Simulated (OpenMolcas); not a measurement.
**Ag2+: moving the ligands**

Ag2+ with 6 ligands (chloride) in octahedral coordination (Oh) at 2.7 Å. A charge of +0.667 e stands 2.6 Å behind each ligand. Ligand basis ANO-RCC-VDZP.
```
Ag    0.0000    0.0000    0.0000
Cl    2.7000    0.0000    0.0000
Cl    0.0000    2.7000    0.0000
Cl   -2.7000    0.0000    0.0000
Cl    0.0000   -2.7000    0.0000
Cl    0.0000    0.0000    2.7000
Cl    0.0000    0.0000   -2.7000
```

- Program: OpenMolcas 26.06
- Method: SS-CASPT2, IPEA 0.25 Eh, imaginary shift 0.1 Eh (closed shells correlated: 4s 4p and the ligand valence shells)
- Basis: ANO-RCC-VDZP [6s5p3d1f]
- Scalar Hamiltonian: DKH2, point nucleus
- Active space: 9 electrons in 5 orbitals (4d)
- State averaging: 2S+1 = 2 even, 5 roots
- Spin-orbit coupling: state interaction with AMFI integrals over the reference wave functions

Runs around this geometry, states (labels of O, the rotations of Oh). Energies in cm-1 above the lowest state or level, χT in cm3 K/mol; 10Dq is the gap between the two states.

| R (Å) | Ground state | First state of that spin | 10Dq | First gap with spin-orbit (degeneracies) | χT at 300 K |
| --- | --- | --- | --- | --- | --- |
| 2.56 | 2E | 2T2 11880 | 11879 | 10460 (4, 2) | 0.559 |
| 2.7 | 2E | 2T2 9070 | 9068 | 7730 (4, 2) | 0.626 |
| 2.84 | 2E | 2T2 7130 | 7130 | 5870 (4, 2) | 0.695 |

Taking |10Dq| as R^-n, n = -ln(7130 / 11879) / ln(2.84 / 2.56) = 4.9 between the shortest and longest distance. The point-charge formula for a cubic d site gives n = 5.

Over all roots computed the reference weight is 0.67 in R = 2.56, 0.67 in R = 2.7, 0.67 to 0.68 in R = 2.84; a low but even weight reflects the number of correlated electrons. An orbital doublet at a regular site is open to a Jahn-Teller distortion, which this geometry leaves out. Ligand-to-metal charge-transfer states are missing. With one d shell and no ligand orbital active, 10Dq can be off by a tenth or more. The least metal-like active orbital is 83 % on the metal (Löwdin) and no ligand orbital is active, so the numbers are rough (holds for R = 2.56). Free-ion shares, where given, are those of the reference states; single-state CASPT2 does not remix them (holds for R = 2.84). No measured value stands beside these numbers; the geometry is a model, was not optimised and need not be the one that this ion takes.
